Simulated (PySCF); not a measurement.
**Germanium: a sound run and one with changed settings**

Sound run: Ge [Ar] 3d10 4s2 4p2, Ge⁺ [Ar] 3d10 4s2 4p1. All numbers are calculated (PySCF 2.14, no relativity, point nucleus, in def2-TZVP (6s5p4d1f, 48 functions)). The sound run starts from symmetry-adapted Hartree-Fock orbitals and uses a fine grid where one is needed.

A second run was set up differently.

```
species  method  sound run (hartree)  changed run (hartree)  converged
     Ge     UHF          -2075.32100            -2075.32100        yes
     Ge     LDA          -2073.75732            -2078.73590        yes
     Ge     PBE          -2076.60177            -2080.93224        yes
    Ge⁺     UHF          -2075.04761            -2075.04761        yes
    Ge⁺     LDA          -2073.46247            -2078.46206        yes
    Ge⁺     PBE          -2076.31153            -2080.66884        yes
```

Ionisation energy of Ge:

```tsv
method	sound run (eV)	changed run (eV)
UHF	7.439	7.439
LDA	8.023	7.452
PBE	7.898	7.167
```

Q: What was changed?
A. level shift left on
B. radial grid too coarse
C. a valence shell is frozen
D. too few SCF iterations

A: B. It used radial step 1.2 in ln r (0.13 in the sound run). A coarse radial grid mis-integrates the density and the exchange-correlation energy, with errors of either sign; Hartree-Fock needs no grid.
